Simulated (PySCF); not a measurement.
**`C[C@@H]([Se-])[C@@H](O)C(F)F`, [C$_{4}$H$_{7}$F$_{2}$OSe]-, charge -1**

Molfile (atoms numbered from 1):
```
C4H7F2OSe
     RDKit          3D

 15 14  0  0  0  0  0  0  0  0999 V2000
   -1.6723   -0.5530   -0.3409 C   0  0  0  0  0  0  0  0  0  0  0  0
   -0.7826    0.5907    0.0976 C   0  0  1  0  0  0  0  0  0  0  0  0
   -0.7675    0.7784    2.0678 Se  0  0  0  0  0  1  0  0  0  0  0  0
    0.6620    0.4948   -0.3956 C   0  0  1  0  0  0  0  0  0  0  0  0
    1.3915    1.6303   -0.0310 O   0  0  0  0  0  0  0  0  0  0  0  0
    1.3634   -0.7565    0.1473 C   0  0  0  0  0  0  0  0  0  0  0  0
    0.9623   -1.8867   -0.4998 F   0  0  0  0  0  0  0  0  0  0  0  0
    2.7044   -0.6953   -0.0776 F   0  0  0  0  0  0  0  0  0  0  0  0
   -1.3653   -1.4848    0.1276 H   0  0  0  0  0  0  0  0  0  0  0  0
   -2.6965   -0.3459   -0.0380 H   0  0  0  0  0  0  0  0  0  0  0  0
   -1.6368   -0.6723   -1.4256 H   0  0  0  0  0  0  0  0  0  0  0  0
   -1.1861    1.5382   -0.2759 H   0  0  0  0  0  0  0  0  0  0  0  0
    0.6823    0.4424   -1.4942 H   0  0  0  0  0  0  0  0  0  0  0  0
    1.1320    1.8164    0.8919 H   0  0  0  0  0  0  0  0  0  0  0  0
    1.2046   -0.8887    1.2246 H   0  0  0  0  0  0  0  0  0  0  0  0
  1  2  1  0
  2  3  1  0
  2  4  1  0
  4  5  1  0
  4  6  1  0
  6  7  1  0
  6  8  1  0
  1  9  1  0
  1 10  1  0
  1 11  1  0
  2 12  1  6
  4 13  1  6
  5 14  1  0
  6 15  1  0
M  CHG  1   3  -1
M  END
```

Method: TDDFT CAM-B3LYP/aug-cc-pVDZ circular dichroism and optical rotation, one conformer, gas phase (PySCF 2.14.0). Geometry: GFN2-xTB.

The molecule is flexible and this is one conformer; a measurement averages over conformers. The calculation is non-relativistic, which matters for the atoms heavier than Zn. For a gas-phase anion, states above the detachment energy (about 2.1 eV, taken as minus the energy of the highest occupied orbital) lie in the continuum and depend on the basis.

(1) Draw the ECD and absorption spectra from the lowest 8 states, each a Gaussian of half-width 0.25 eV at 1/e height.

Results:

(1) 
| E (eV) | λ (nm) | Δε (L mol⁻¹ cm⁻¹) | ε (L mol⁻¹ cm⁻¹) |
| --- | --- | --- | --- |
| 2.80 | 443 | -0.04 | 39.5 |
| 2.95 | 421 | -0.30 | 318 |
| 3.10 | 400 | -1.15 | 1360 |
| 3.25 | 382 | -2.18 | 3510 |
| 3.40 | 365 | -1.80 | 6190 |
| 3.55 | 349 | +0.65 | 7560 |
| 3.70 | 335 | +3.26 | 6180 |
| 3.85 | 322 | +2.80 | 3790 |

Δε uses R in velocity form, ε uses f in length form. Only the states computed contribute, so the short-wavelength end is incomplete.
